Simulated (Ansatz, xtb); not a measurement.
## C2H9NSi3: 4 structures ranked

4 gas-phase structures of C2H9NSi3, from a drawn sample of its isomers (lower ones may exist). Each was relaxed with GFN2-xTB; where two conformers were screened, the lower at r2SCAN-D4/def2-SVP is listed:

A. `C#C[SiH2]N[SiH2][SiH3]`, a singlet
B. `C#CN([SiH3])[SiH2][SiH3]`, a singlet
C. `C#C[SiH2]N([SiH3])[SiH3]`, a singlet
D. `C#C[Si@@H]([SiH3])N[SiH3]`, a singlet

Task: Estimate their order in r2SCAN-D4/def2-SVP energy at these geometries, lowest first.

Result: Calculated order at r2SCAN-D4/def2-SVP: C (0.000), A (0.516), D (0.520), B (1.251) eV. Less than 1 kcal/mol parts A and D, so the order within that pair means little.

Energies above the lowest of each column, in eV; the last columns are at PBE0-D3(BJ)/def2-SVP geometries and were run for some of them only (a dash: not run or not comparable):

```
structure  GFN2-xTB  HF/STO-3G  r2SCAN-D4/def2-SVP  PBE0-D3(BJ)/def2-SVP  CCSD(T)/def2-SVP + ΔMP2/def2-TZVPP
        C     0.000      0.000               0.000                 0.000                               0.000
        A     1.078      0.374               0.516                 0.404                               0.664
        D     1.051      0.325               0.520                 0.394                               0.645
        B     0.670      0.781               1.251                     –                                   –
```

Every level run on C puts it lowest or level with the lowest. CCSD(T)/def2-SVP + ΔMP2/def2-TZVPP orders those it was run on as C (0.000), D (0.645), A (0.664) eV. Less than 1 kcal/mol parts D and A, so the order within that pair means little. Flexible structures stand in one conformer each, not always the lowest. Frequencies (GFN2-xTB) were run for A, C, D alone. ΔMP2 is the change of the MP2 energy from the smaller to the larger basis.

Over these structures GFN2-xTB departs from r2SCAN-D4/def2-SVP by 0.418 eV on average once a common shift is removed. A GFN2-xTB relaxation took about 0.63 s and the r2SCAN-D4/def2-SVP energy about 6.8 s on a shared host (Ansatz 0.2.0, xtb 6.7.1).
